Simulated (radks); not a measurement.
Results of a calculation; reference values are marked as such.
Neutral niobium, 41 electrons, occupied as [Kr] 4d4 5s1. Level of theory: scalar-relativistic Kohn-Sham, Slater X-alpha with alpha = 0.668, spin-polarised, spherical densities, point nucleus; open shells are filled with parallel spins first (spin-orbit coupling, left out, can overturn this in heavy ions) (a radial shooting solver on a logarithmic mesh with Libxc functionals).

Normalised radial functions P(r) = r R(r), r in bohr:

r,4p up
0.001654,0.0011
0.001926,0.0014
0.002242,0.0018
0.00261,0.0024
0.003039,0.0032
0.003537,0.0042
0.004118,0.0055
0.004794,0.0072
0.005581,0.0095
0.006549,0.0126
0.007625,0.0165
0.008876,0.0216
0.01033,0.0280
0.01203,0.0363
0.014,0.0468
0.0163,0.0599
0.01898,0.0761
0.0221,0.0959
0.02572,0.1195
0.02995,0.1471
0.03486,0.1784
0.04058,0.2125
0.04725,0.2477
0.055,0.2812
0.06403,0.3089
0.07454,0.3254
0.08678,0.3243
0.101,0.2987
0.1176,0.2426
0.1369,0.1528
0.1607,0.0237
0.187,-0.1227
0.2178,-0.2749
0.2535,-0.4085
0.2951,-0.4949
0.3436,-0.5074
0.4,-0.4285
0.4656,-0.2559
0.5421,-0.0064
0.631,0.2853
0.7346,0.5726
0.8552,0.8071
0.9956,0.9503
1.159,0.9841
1.349,0.9153
1.571,0.7719
1.829,0.5923
2.129,0.4133
2.478,0.2611
2.885,0.1481
3.359,0.0746
3.942,0.0314
4.589,0.0118
5.342,0.0037
6.219,0.0009
7.24,0.0002
8.428,0.0000
9.812,0.0000
11.42,0.0000
13.3,0.0000
15.48,0.0000
18.02,0.0000

4p up: eigenvalue -34.150 eV, 2 radial nodes at r = 0.165, 0.544 bohr, <r> = 1.31 bohr, 90 % of the charge inside 1.96 bohr.
